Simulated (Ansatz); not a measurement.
Compare A (`CBCOC`) with its isomer B (`CBCCO`).

Program: Ansatz. Geometries: PBE0-D4/def2-TZVP. ΔE: electronic, gas phase. CCSD(T)/CBS adds triple-zeta CCSD(T) − MP2 to the extrapolated MP2 energy (def2 sets, frozen cores). DFT in def2-TZVPP. B3LYP here is the variant with VWN-RPA as its local correlation; programs differ in this. One conformer a species, not always the lowest.

A:

Z-matrix (Å, degrees):
```
C
B 1 1.550
H 1 1.091 2 113.9
H 1 1.102 2 105.3 3 -116.3
H 1 1.092 2 114.0 3 128.5
C 2 1.558 1 123.6 3 21.3
H 2 1.203 1 120.9 3 -161.2
O 6 1.405 2 114.4 1 -1.8
H 6 1.108 2 108.4 1 122.5
H 6 1.108 2 107.8 1 -125.6
C 8 1.399 6 112.8 2 -179.6
H 11 1.100 8 111.5 6 60.4
H 11 1.100 8 111.6 6 -60.6
H 11 1.091 8 107.8 6 179.9
```

B:

```xyz
14

C     1.5949    1.1838    0.1716
B     1.0783   -0.2024    0.6588
C    -0.3253   -0.8093    0.3356
C    -1.2378   -0.0514   -0.6053
O    -2.5275   -0.6194   -0.7238
H     1.0366    1.6481   -0.6431
H     2.6600    1.1693   -0.0761
H     1.5206    1.8560    1.0411
H     1.7905   -0.8454    1.3853
H    -0.1609   -1.8358   -0.0303
H    -0.8347   -0.9615    1.3003
H    -1.4029    0.9643   -0.2370
H    -0.7654    0.0424   -1.5939
H    -2.4264   -1.5387   -0.9833
```

Question: Which isomer does CCSD(T)/CBS put lower? Give the gap. (Estimate.)

Answer: The calculation gave: B, by 46.4 kJ/mol.

Question: Give E(B) − E(A) in kJ/mol with r2SCAN-D4, HF/def2-TZVPP, ωB97M-V, CCSD(T)/def2-TZVPP, B3LYP, CCSD/def2-TZVPP, MP2/def2-TZVPP. (Best estimate.)

Answer: Computed: r2SCAN-D4 -40.5, HF/def2-TZVPP -35.5, ωB97M-V -42.2, CCSD(T)/def2-TZVPP -43.9, B3LYP -35.3, CCSD/def2-TZVPP -43.7, MP2/def2-TZVPP -47.7. None reverses the order clearly.

Largest T1 diagnostic: 0.010.

In def2-TZVPP, CCSD(T) changes the Hartree–Fock value by −8.3 kJ/mol (the triples alone add −0.2 kJ/mol) and MP2 by −12.1 kJ/mol. From PBE to PBE0 (25 % exact exchange), in def2-TZVPP and without D4, E(B) − E(A) moves by −3.2 kJ/mol.
